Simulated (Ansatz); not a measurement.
**Worked example: C2H4S + SnH(CH3)2(SiH3) → C2H6SSi + SnH2(CH3)2**

Species: C2H4S `C=CS`, singlet; SnH(CH3)2(SiH3), singlet; C2H6SSi `C=CS[SiH3]`, singlet; SnH2(CH3)2, singlet. The partners trade H for SiH3: S–H and Sn–SiH3 bonds give way to S–SiH3 and Sn–H.

Shapes, held fixed at every level: PBE0-D4/def2-TZVP. Flexible molecules stand in one conformer, not always the lowest. Programs: Ansatz 0.2.0. Electronic energies: no zero-point or thermal term.

At CCSD(T)/def2-TZVPP; 1 Eh = 2625.50 kJ/mol:

```
        species  energy (Eh)
          C2H4S  -476.174603
SnH(CH3)2(SiH3)  -584.785167
        C2H6SSi  -766.449126
     SnH2(CH3)2  -294.520822
```

Question: Work out ΔE of the reaction at this level.

Answer: 
1. Products less reactants: (-766.449126) + (-294.520822) − [(-476.174603) + (-584.785167)] = -0.010178 Eh = -26.7 kJ/mol.

Other levels give -35.0 (HF/def2-TZVPP) to -25.4 kJ/mol (r2SCAN-D4/def2-TZVPP). No measured value is set beside it here. For atoms past krypton def2 sets carry core potentials with scalar relativity. Outer-core shells of Sn are correlated in most correlated rows, in sets that cover them unevenly.
